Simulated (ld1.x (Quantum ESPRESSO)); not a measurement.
## Building the TM potential for Fe (Z = 26) (PBE, scalar-relativistic).

ld1.x (Quantum ESPRESSO) 7.5 input, shortened:

```
&input
   title='Fe', zed=26., rel=1, dft='PBE', iswitch=3,
   config='[Ar] 3d6 4s1 4p0'
 /
 &inputp
   pseudotype=2, tm=.true., lloc=-1, rcloc=0.90,
   nlcc=.true., new_core_ps=.true., rcore=0.70
 /
3
4S  1  0   1.00   0.00  1.85  1.85  0.0
3P  2  1   6.00   0.00  0.90  0.90  0.0
3D  3  2   6.00   0.00  1.70  1.70  0.0
 &test
   configts(1)='3p6 3d6 4s1 4p0'
 /
```

All-electron outer shells of the reference configuration (PBE, scalar-relativistic, ld1.x):

```csv
shell,level (eV),outermost node (bohr),outermost maximum (bohr)
3s,-102.54,0.33,0.70
3p,-68.58,0.30,0.72
3d,-15.96,–,0.71
4s,-12.33,1.00,2.29
4p,-7.34,1.09,2.83
```

Q: Estimate the cutoffs (Ry, on a coarse ladder) from which the occupation-weighted sum of valence levels, in a spherical-Bessel basis at the reference potential, stays within 10 and 1 mRy of its value at 400 Ry.

A: 140 Ry and 230 Ry.

Q: What does a ghost test show?

A: Ghost state, extra bound levels that the all-electron valence spectrum of the same l lacks: s at -206.7 eV. A true bound ghost makes a file unfit for plane-wave use.

Q: Tests: 3p6 3d6 4s2 4p0; 3p6 3d6 4s0 4p0; 3p6 3d5 4s0 4p0; 3p6 3d7 4s1 4p0; 3p6 3d6 4s1 4p1; 3p6 3d5 4s2 4p0; 3p6 3d5 4s2 4p1. Which has the largest error in its energy relative to the reference configuration, and how large is it?

A: 3p6 3d5 4s0 4p0, with +36 meV (all-electron minus pseudo) on +50.43 eV.
